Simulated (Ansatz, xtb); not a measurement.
## A geometry optimisation of FH2N2Si with r2SCAN-D4/def2-SVP

The starting geometry of this gas-phase doublet has its atoms placed at random.

| atom | x (Å) | y (Å) | z (Å) |
| --- | --- | --- | --- |
| F | -0.4776 | 0.1488 | 0.5507 |
| N | 0.2803 | -0.6393 | -1.4620 |
| N | -0.7411 | 0.6216 | -1.0673 |
| Si | 1.6600 | 0.2054 | 0.6520 |
| H | 1.0566 | 0.1924 | -1.3692 |
| H | 0.4935 | 0.4564 | -0.0602 |

Q: One run relaxed it with r2SCAN-D4/def2-SVP. What is a likely outcome?

A: It falls apart into FH2Si + N2. Contacts that open: N2–H5 (1.14 → 3.36 Å). Contacts that close: F1–Si4 (2.14 → 1.63 Å), N2–N3 (1.67 → 1.10 Å), Si4–H5 (2.11 → 1.50 Å).

The energy falls by 13.24 eV over 40 steps:

| step | E − E(last) (eV) |
| --- | --- |
| 1 | 13.245 |
| 5 | 5.854 |
| 10 | 2.722 |
| 14 | 1.998 |
| 18 | 0.116 |
| 23 | 0.034 |
| 27 | 0.010 |
| 31 | 0.002 |
| 36 | 0.000 |
| 40 | 0.000 |

Final geometry (Å):

```json
{"atom": "F", "x (Å)": "-0.2544", "y (Å)": "-0.2344", "z (Å)": "0.8009"}
{"atom": "N", "x (Å)": "-0.5792", "y (Å)": "0.1327", "z (Å)": "-2.0526"}
{"atom": "N", "x (Å)": "-1.6223", "y (Å)": "-0.0911", "z (Å)": "-2.3309"}
{"atom": "Si", "x (Å)": "1.3074", "y (Å)": "0.2403", "z (Å)": "0.7465"}
{"atom": "H", "x (Å)": "2.0600", "y (Å)": "-0.7018", "z (Å)": "-0.1393"}
{"atom": "H", "x (Å)": "1.3602", "y (Å)": "1.6396", "z (Å)": "0.2194"}
```

From the same start GFN2-xTB ends elsewhere, at `[H]/N=N\[SiH]F`.

From so rough a start the end depends on the optimiser's path, so another program may land elsewhere. The end wasn't checked by frequencies. Open shells are spin-unrestricted. Run with Ansatz 0.2.0, 4.1 min on 1 thread of Intel(R) Xeon(R) Platinum 8259CL CPU @ 2.50GHz (Skylake/Cascade Lake), on a shared host.
